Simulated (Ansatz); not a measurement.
CH₃AlBrF (`F[CH2][AlH][Br]`), relaxed with RKS PBE0-D4/def2-TZVP in the Gaussian-basis code of Ansatz from a PBE-D4/def2-SVP geometry. The force threshold is 0.005 eV/Å; the program also tests the step.

The species carries charge 0 and has multiplicity 1.

Start:

```xyz
7

F     1.672   -0.815   -0.419
C     0.873    0.309   -0.222
Al   -1.008   -0.124    0.266
Br   -1.685   -2.287    0.362
H     0.888    0.941   -1.146
H     1.328    0.953    0.572
H    -2.069    1.022    0.586
```

```
step  energy (eV)  largest force (eV/Å)  largest move (Å)
   1  -80434.0479                 0.624             0.000
   2  -80434.0696                 0.188             0.019
   3  -80434.0713                 0.040             0.012
   4  -80434.0714                 0.023             0.004
   5  -80434.0715                 0.003             0.009
   6  -80434.0715                 0.007             0.008
   7  -80434.0715                 0.005             0.006
```

End:

```xyz
7

F     1.641   -0.808   -0.441
C     0.857    0.319   -0.216
Al   -1.011   -0.117    0.260
Br   -1.646   -2.270    0.382
H     0.892    0.944   -1.119
H     1.333    0.913    0.576
H    -2.066    1.019    0.558
```

Hardware: 2 threads of an INTEL XEON PLATINUM 8581C on a shared host. Wall time 19 s, peak host memory 0.42 GiB.
